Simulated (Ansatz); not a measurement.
Gas-phase electronic energies from Ansatz, PBE0-D4/def2-TZVP geometries. CBS: MP2 limit from def2 TZ/QZ plus the TZ coupled-cluster correction, frozen cores. Functionals use def2-TZVPP. B3LYP here is the variant with VWN-RPA as its local correlation; programs differ in this. One conformer a species, not always the lowest.

Reaction (ligand exchange at the Si–C bond): `[SiH3]BOC[SiH3]` + `C1NCS1` → `[SiH3]N1CSC1` + `COB[SiH3]`

Problem. Is it downhill or uphill in electronic energy at CCSD(T)/CBS, and by how much? (Estimate.)

Solution. The calculation gave: Downhill: ΔE = -16.2 kcal/mol.

Problem. What do these levels give: PBE, r2SCAN, B3LYP, HF/def2-TZVPP, MP2/CBS(def2), CCSD/CBS(def2)? (Best estimate.)

Solution. Ansatz gave: PBE -13.9, r2SCAN -15.5, B3LYP -16.8, HF/def2-TZVPP -19.9, MP2/CBS(def2) -17.6, CCSD/CBS(def2) -16.7 kcal/mol.

Largest T1 diagnostic among the species: 0.015.

In def2-TZVPP, CCSD(T) changes the Hartree–Fock value by +3.6 kcal/mol (the triples alone add +0.5 kcal/mol) and MP2 by +2.2 kcal/mol. From PBE to PBE0 (25 % exact exchange), in def2-TZVPP and without D4, ΔE moves by −1.0 kcal/mol.
